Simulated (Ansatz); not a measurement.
Geometry optimisation, RKS PBE0-D4/def2-SVP (Ansatz).

Input:

```yaml
crystal:
  periodic: [false, false, false]
  atoms:
    - { symbol: C, position_ang: [-1.2123, 0.1766, -0.2616] }
    - { symbol: Si, position_ang: [0.4966, 0.0238, -0.8604] }
    - { symbol: F, position_ang: [0.59192, -1.18314, -2.03403] }
    - { symbol: Sb, position_ang: [1.25326, 2.25, -1.87142] }
    - { symbol: F, position_ang: [-0.47669, 2.36462, -2.88072] }
    - { symbol: H, position_ang: [-1.9089, 0.5069, -1.1338] }
    - { symbol: H, position_ang: [-1.2818, 1.0248, 0.4964] }
    - { symbol: H, position_ang: [-1.5713, -0.717, 0.1621] }
    - { symbol: H, position_ang: [1.3562, -0.29272, 0.23327] }
    - { symbol: H, position_ang: [0.4673, 3.12565, -0.47752] }
basis:
  gaussian: { orbitals: def2-SVP }
hamiltonian:
  xc: pbe0
  dispersion: d4
relax:
  f_tol: 0.015
  max_steps: 40
```

Run as:

```bash
$ ansatz run input.yaml --threads 2 --pin off --max-ram 3072MiB --backend cpu --events-out ev --progress --plain --runs-dir out
```

Where does it end, and by what steps?

It converged. After 12 steps the energy has fallen by 0.410 eV; H10 moved furthest, 0.52 Å.

| step | energy less start (eV) | largest force component (eV/Å) | accepted |
| --- | --- | --- | --- |
| 0 | 0.0000 | 3.055 | yes |
| 1 | -0.2676 | 1.361 | yes |
| 2 | -0.3578 | 0.600 | yes |
| 3 | -0.3917 | 0.119 | yes |
| 4 | -0.3962 | 0.316 | yes |
| 5 | -0.4011 | 0.192 | yes |
| 6 | -0.4054 | 0.143 | yes |
| 7 | -0.4078 | 0.067 | yes |
| 8 | -0.4089 | 0.077 | yes |
| 9 | -0.4087 | 0.046 | no |
| 10 | -0.4096 | 0.027 | yes |
| 11 | -0.4097 | 0.018 | yes |
| 12 | -0.4098 | 0.010 | yes |

```xyz
10
Properties=species:S:1:pos:R:3
C -1.289 0.177 -0.351
Si 0.511 0.063 -0.801
F 0.748 -1.201 -1.812
Sb 1.110 2.230 -2.094
F -0.785 2.438 -2.563
H -1.848 0.598 -1.199
H -1.417 0.853 0.509
H -1.700 -0.811 -0.088
H 1.411 -0.155 0.372
H 0.972 3.087 -0.600
```

Whether the end is a true minimum wasn't checked by a vibrational analysis.

Time of the run: 41 s on 2 threads of AMD EPYC 7B13 (Zen 3), on a shared host, peak memory 0.3 GiB.
